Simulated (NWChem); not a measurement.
GaNH3F; SMILES [NH2][GaH][F]

```xyz
6

Ga    -0.3213    -0.0527     0.0076
H     -1.8698    -0.1951    -0.0614
F      0.6731    -1.5084    -0.0063
N      0.6544     1.4807     0.0260
H      1.6547     1.4740     0.1774
H      0.2415     2.3901     0.1837
```
Atoms are numbered in this order, from 1.

Level: B3LYP/6-31G* (spherical d) (NWChem), optimised geometry, unscaled harmonic frequencies. B3LYP is NWChem's, with the RPA form of VWN correlation.

**Question.** List the harmonic frequencies with IR intensities, and the thermochemistry.

**Answer.** 
```
frequency (cm⁻¹)  IR intensity (km/mol)
----------------  ---------------------
158                               241.1
186                                13.4
372                                14.1
500                                 7.6
580                                67.5
675                                29.5
715                                50.3
777                                76.7
1588                               28.1
2010                               80.6
3577                               22.9
3686                               26.6
```

```yaml
zero_point_energy: 21.2 kcal/mol
thermal correction to the enthalpy at 298.15 K (with zero-point energy): 25.0 kcal/mol
heat capacity Cv: 16.0 cal/(mol K)
entropy at 298.15 K and 1 atm (symmetry number 1): 71.7 cal/(mol K)
dipole_moment: 2.69 D
```

Rigid rotor and harmonic oscillator.
